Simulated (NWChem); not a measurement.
System: H4BO3 cation; SMILES [OH2+]B(O)O

Output (shortened):

```
             Northwest Computational Chemistry Package (NWChem) 7.3.0
             --------------------------------------------------------

                             Geometry "geometry" -> ""
                             -------------------------

 Output coordinates in angstroms (scale by  1.889725989 to convert to a.u.)

  No.       Tag          Charge          X              Y              Z
 ---- ---------------- ---------- -------------- -------------- --------------
    1 O                    8.0000     1.39576400     0.02567100     0.03496500
    2 B                    5.0000     0.08654600     0.17297900    -0.01086400
    3 O                    8.0000    -0.67070600     1.24645300    -0.02403400
    4 O                    8.0000    -0.53398300    -1.19837100    -0.05488700
    5 H                    1.0000     1.93729100     0.82337600     0.10618500
    6 H                    1.0000    -1.63099400     1.27872200     0.01814300
    7 H                    1.0000     0.07291600    -1.96302900    -0.08816000
    8 H                    1.0000    -1.44677900    -1.41563700    -0.30888300

 Effective nuclear repulsion energy (a.u.)     124.2779518522

                                 NWChem DFT Module
                                 -----------------

 Summary of "ao basis" -> "ao basis" (spherical)
 ------------------------------------------------------------------------------
       Tag                 Description            Shells   Functions and Types
 ---------------- ------------------------------  ------  ---------------------
 O                          6-311g**                 8       18   4s3p1d
 B                          6-311g**                 8       18   4s3p1d
 H                          6-311g**                 4        6   3s1p

            General Information
            -------------------
          SCF calculation type: DFT
          Wavefunction type:  closed shell.
          No. of atoms     :     8
          No. of electrons :    32
           Alpha electrons :    16
            Beta electrons :    16
          Charge           :     1
          Spin multiplicity:     1
          Use of symmetry is: off; symmetry adaption is: off
          Maximum number of iterations: 150
          AO basis - number of functions:    96
                     number of shells:    48
          Convergence on energy requested:  1.00D-06
          Convergence on density requested:  1.00D-05
          Convergence on gradient requested:  5.00D-04

              XC Information
              --------------
                         B3LYP Method XC Potential
                     Hartree-Fock (Exact) Exchange  0.200
                        Slater Exchange Functional  0.800 local
                    Becke 1988 Exchange Functional  0.720 non-local
              Lee-Yang-Parr Correlation Functional  0.810
                  VWN I RPA Correlation Functional  0.190 local

             Grid Information
             ----------------
          Grid used for XC integration:  medium
          Radial quadrature: Mura-Knowles
          Angular quadrature: Lebedev.
          Tag              B.-S. Rad. Rad. Pts. Rad. Cut. Ang. Pts.
          ---              ---------- --------- --------- ---------
          O                   0.60       49          10.0       434
          B                   0.85       49           8.0       434
          H                   0.35       45          11.0       434
          Grid pruning is: on
          Number of quadrature shells:   376
          Spatial weights used:  Erf1

      Superposition of Atomic Density Guess
      -------------------------------------

 Sum of atomic energies:        -250.86084156

 Renormalizing density from      33.00 to     32

      Non-variational initial energy
      ------------------------------

 Total energy =    -247.466983
 1-e energy   =    -571.593263
 2-e energy   =     199.848328
 HOMO         =      -0.873480
 LUMO         =      -0.246634

[...]

                                NWChem TDDFT Module
                                -------------------

            General Information
            -------------------
           No. of orbitals :     192
            Alpha orbitals :      96
             Beta orbitals :      96
        Alpha frozen cores :       0
         Beta frozen cores :       0
     Alpha frozen virtuals :       0
      Beta frozen virtuals :       0
         Spin multiplicity :       1
    Number of AO functions :      96
        Use of symmetry is : off
      Symmetry adaption is : off
         Schwarz screening :  0.10D-07

              XC Information
              --------------
                  B3LYP Method XC Potential
              Hartree-Fock (Exact) Exchange   0.20
                 Slater Exchange Functional   0.80 local
             Becke 1988 Exchange Functional   0.72 non-local
       Lee-Yang-Parr Correlation Functional   0.81
           VWN I RPA Correlation Functional   0.19 local

             TDDFT Information
             -----------------
          Calculation type : Tamm-Dancoff TDDFT
         Wavefunction type : Restricted singlets
          No. of electrons :      32
           Alpha electrons :      16
            Beta electrons :      16
              No. of roots :       6
          Max subspacesize :    5200
            Max iterations :     100
               Target root :       1
           Target symmetry : none
             Energy Cutoff :-0.59D+01
      Symmetry restriction : off
                 Algorithm : Optimal
        Davidson threshold :  0.10D-03

    6 smallest eigenvalue differences (eV)
--------------------------------------------------------
  No. Spin  Occ  Vir  Irrep   E(Occ)    E(Vir)   E(Diff)
--------------------------------------------------------
    1    1    4   17 a        -7.065    -0.223   186.173
    2    1    4   18 a        -7.065    -0.147   188.232
    3    1    4   19 a        -7.065    -0.144   188.317
    4    1    4   20 a        -7.065    -0.132   188.649
    5    1    4   21 a        -7.065    -0.115   189.106
    6    1    4   22 a        -7.065    -0.041   191.136
--------------------------------------------------------

  Entering Davidson iterations
  Restricted singlet excited states

  Iter   NTrls   NConv    DeltaV     DeltaE      Time
  ----  ------  ------  ---------  ---------  ---------
    1      6       0     0.55E-01   0.10+100        9.0
    2     12       0     0.90E-02   0.31E-02        8.9
    3     18       0     0.14E-02   0.12E-03        8.5
    4     24       5     0.10E-03   0.11E-05        8.9
    5     25       6     0.19E-04   0.40E-08        5.0
  ----  ------  ------  ---------  ---------  ---------
  Convergence criterion met

  Ground state a        -252.863523113373 a.u.

  ----------------------------------------------------------------------------
  Root   1 singlet a              6.794732141 a.u.              184.8941 eV
  ----------------------------------------------------------------------------
     Transition Moments    X -0.01221   Y -0.02402   Z  0.00984
     Dipole Oscillator Strength                    0.0037278759
     Electric Quadrupole                           0.0000002390
     Magnetic Dipole                               0.0000000238
     Total Oscillator Strength                     0.0037281387

     Occ.    4  a   ---  Virt.   17  a        0.99529
     Occ.    4  a   ---  Virt.   22  a       -0.06345
  ----------------------------------------------------------------------------
  Root   2 singlet a              6.823517444 a.u.              185.6774 eV
  ----------------------------------------------------------------------------
     Transition Moments    X  0.00453   Y  0.00410   Z -0.12983
     Dipole Oscillator Strength                    0.0768519155
     Electric Quadrupole                           0.0000035173
     Magnetic Dipole                               0.0000058843
     Total Oscillator Strength                     0.0768613172

     Occ.    4  a   ---  Virt.   18  a        0.07182
     Occ.    4  a   ---  Virt.   19  a        0.96351
     Occ.    4  a   ---  Virt.   20  a       -0.22567
     Occ.    4  a   ---  Virt.   24  a        0.06187
     Occ.    4  a   ---  Virt.   25  a       -0.09171
  ----------------------------------------------------------------------------
  Root   3 singlet a              6.871864382 a.u.              186.9930 eV
  ----------------------------------------------------------------------------
     Transition Moments    X  0.01328   Y  0.02274   Z  0.00285
     Dipole Oscillator Strength                    0.0032136737
     Electric Quadrupole                           0.0000003113
     Magnetic Dipole                               0.0000000069
     Total Oscillator Strength                     0.0032139919

     Occ.    4  a   ---  Virt.   18  a        0.98555
     Occ.    4  a   ---  Virt.   20  a        0.15305
  ----------------------------------------------------------------------------
  Root   4 singlet a              6.882882039 a.u.              187.2928 eV
  ----------------------------------------------------------------------------
     Transition Moments    X -0.00045   Y -0.02807   Z -0.00758
     Dipole Oscillator Strength                    0.0038796171
     Electric Quadrupole                           0.0000002389
     Magnetic Dipole                               0.0000000851
     Total Oscillator Strength                     0.0038799411

[...]
```

Level: B3LYP/6-311G** (spherical d), restricted-window TDA. The geometry was optimised at PBE0/def2-SVP. B3LYP is NWChem's, with the RPA form of VWN correlation. The quadrupole and magnetic terms of the printed total strengths depend on the origin.

Q: Reconstruct the input file.

A: Several could match; the one computed here: the input that was run:
```
start job
memory heap 200 mb stack 700 mb global 900 mb
charge 1
geometry units angstroms noautosym nocenter noautoz
  O      1.395764     0.025671     0.034965
  B      0.086546     0.172979    -0.010864
  O     -0.670706     1.246453    -0.024034
  O     -0.533983    -1.198371    -0.054887
  H      1.937291     0.823376     0.106185
  H     -1.630994     1.278722     0.018143
  H      0.072916    -1.963029    -0.088160
  H     -1.446779    -1.415637    -0.308883
end
basis spherical
  * library 6-311g**
end
dft
  xc b3lyp
  iterations 150
end
tddft
  cis
  ecut -5.9
  nroots 6
  notriplet
end
task tddft energy
```
